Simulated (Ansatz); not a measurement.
Calculated with Ansatz (gas phase, PBE0-D4/def2-TZVP geometries, no zero-point term in ΔE). CBS: MP2 limit from def2 TZ/QZ plus the TZ coupled-cluster correction, frozen cores. This one scheme is used for every species. DFT in def2-TZVPP. B3LYP here is the variant with VWN-RPA as its local correlation; programs differ in this. def2 core potentials past Kr. For In outer-core shells are correlated without core-valence functions, which leaves a few kJ/mol of doubt a bond. Each species was taken in one conformer, which may not be the lowest.

`N[SiH2][InH][F]` + `CC` → `C[CH2][InH][F]` + `N[SiH3]`  (formal exchange of groups at the In–Si bond)

`N[SiH2][InH][F]`:

```xyz
9

N    -1.198   -0.215    0.898
Si    0.153   -1.011    0.217
In    1.254    0.968   -0.962
F    -0.242    2.268   -0.775
H    -1.455    0.696    0.549
H    -1.947   -0.684    1.378
H     1.031   -1.631    1.249
H    -0.152   -2.099   -0.762
H     2.555    1.708   -1.790
```

`CC`:

```xyz
8

C    -0.453   -0.448    0.413
C     0.453    0.448   -0.413
H    -0.200   -0.401    1.475
H    -1.501   -0.156    0.312
H    -0.372   -1.492    0.102
H     0.200    0.401   -1.475
H     1.501    0.156   -0.312
H     0.372    1.492   -0.102
```

`C[CH2][InH][F]`:

Z-matrix (Å, degrees):
```
C
C 1 1.522
H 1 1.091 2 111.8
H 1 1.095 2 110.9 3 120.5
H 1 1.092 2 111.8 3 -119.6
In 2 2.144 1 112.9 3 55.0
H 2 1.093 1 111.9 3 177.4
H 2 1.095 1 111.2 3 -64.2
F 6 1.975 2 107.4 1 -16.2
H 6 1.707 2 143.5 1 164.6
```

`N[SiH3]`:

```xyz
7

N    -0.524   -0.906    0.205
Si    0.407    0.515   -0.067
H    -0.693   -1.544   -0.556
H    -1.320   -0.870    0.821
H     1.651    0.117   -0.773
H    -0.248    1.579   -0.886
H     0.727    1.110    1.256
```

(1) Is it downhill or uphill in electronic energy at CCSD(T)/CBS, and by how much? (Best estimate.)

(2) What do these levels give: PBE-D4, BLYP-D4, r2SCAN-D4, B3LYP-D4, r2SCAN0-D4, ωB97X-V, revPBE, CAM-B3LYP, MP2/def2-SVP, CCSD(T)/def2-SVP, MP2/def2-QZVPP, SCS-MP2/def2-QZVPP? (Best estimate.)

Largest T1 diagnostic among the species: 0.015.

Answers

(1) Computed: Uphill: ΔE = +53.8 kJ/mol.

(2) Computed: PBE-D4 67.4, BLYP-D4 62.1, r2SCAN-D4 63.4, B3LYP-D4 62.6, r2SCAN0-D4 64.2, ωB97X-V 58.9, revPBE 65.1, CAM-B3LYP 59.7, MP2/def2-SVP 52.7, CCSD(T)/def2-SVP 57.5, MP2/def2-QZVPP 49.8, SCS-MP2/def2-QZVPP 49.0 kJ/mol.

At CCSD(T), def2-SVP lies +3.7 kJ/mol from the extrapolated value and def2-TZVPP −1.8 kJ/mol. Leaving LDA and LC-ωPBE aside and taking each functional with its dispersion term where it has one, the values, not all of them listed here, spread over 10.2 kJ/mol, from B2PLYP to PBE-D4. In def2-TZVPP, CCSD(T) changes the Hartree–Fock value by −3.7 kJ/mol (the triples alone add −1.0 kJ/mol) and MP2 by −6.6 kJ/mol.
